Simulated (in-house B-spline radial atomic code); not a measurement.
# RPA and G0W0 on LDA exchange-only: Xe VIII (Xe7+)

Configuration [Kr] 4d10 5s1, highest spin, mean-field start LDA exchange-only. Computed with a B-spline radial code for spherical atoms: all electrons, scalar-relativistic (spin-free one-electron X2C), finite nucleus, each spin shell either full or empty, empty states to l = 9 with an (l + 1/2)⁻⁴ tail; G0W0 by contour deformation at full frequency.

Command:
```bash
python run_gw.py task.json out
```
Settings (radii: box in bohr, nucleus in fm):
```
Z                        54
electrons                47
configuration            [Kr] 4d10 5s1
hamiltonian              x2c
method                   lda,
lmax                     9
rms_radius               4.7859
spin_polarised           True
box_radius               8.41
intervals                66
ion_configuration        [Kr] 4d10
```

Cost of the run: 8.9 s on 1 thread of Arm Neoverse V1, on a shared host.

Energies (hartree):

| term | value |
| --- | --- |
| mean-field total | -7423.22181 |
| Hartree-Fock functional on these orbitals | -7432.07085 |
| direct second order | -4.2939 |
| second-order exchange | 1.1854 |
| SOSEX correction | 1.1131 |

(1) What is the RPA correlation energy, and what remains with SOSEX?

Quasi-particle levels (eV):

```json
{"level": "5s up", "occupied": "yes", "mean field": "-99.68", "Σx - vxc": "-4.93", "Σc": "?", "QP weight": "?", "G0W0": "?"}
{"level": "4d down", "occupied": "yes", "mean field": "-148.62", "Σx - vxc": "-15.20", "Σc": "0.56", "QP weight": "0.957", "G0W0": "-163.26"}
{"level": "4d up", "occupied": "yes", "mean field": "-149.07", "Σx - vxc": "-15.12", "Σc": "0.59", "QP weight": "0.941", "G0W0": "-163.60"}
{"level": "5s down", "occupied": "no", "mean field": "-97.32", "Σx - vxc": "8.10", "Σc": "-3.22", "QP weight": "0.963", "G0W0": "-92.45"}
```

G0W0 = mean field + (Σx - vxc) + Σc, with Σc (partial-wave tail included) taken at the quasi-particle energy. Only the outer levels were computed. Levels of low weight are left out.

(2) Where does G0W0 put 5s up?

(3) What does it cost to remove one electron (to [Kr] 4d10) by differences of total energies, each species on its own start (correlation terms add to the Hartree-Fock functional)?

Results:

(1) RPA gives -3.8249 hartree (-2.21 eV per electron); RPA + SOSEX gives -2.7117, and the second-order doubles -3.1085 hartree (no singles). SOSEX takes back 29 % of the RPA value.

(2) At -107.04 eV, with Σc = -2.43 eV and a quasi-particle weight of 0.974. The tabulated removal energy is 105.978 ± 0.0025 eV (NIST, measured); the calculation leaves out spin-orbit coupling, Breit and QED terms, and what these don't explain is the method's own error.

(3) LDA exchange-only 106.11 eV, Hartree-Fock functional 104.22 eV, + RPA 106.68 eV, + RPA + SOSEX 105.89 eV, + second order 106.96 eV. Tabulated: 105.978 ± 0.0025 eV (NIST, measured); the calculation leaves out spin-orbit coupling, Breit and QED terms, and what these don't explain is the method's own error.
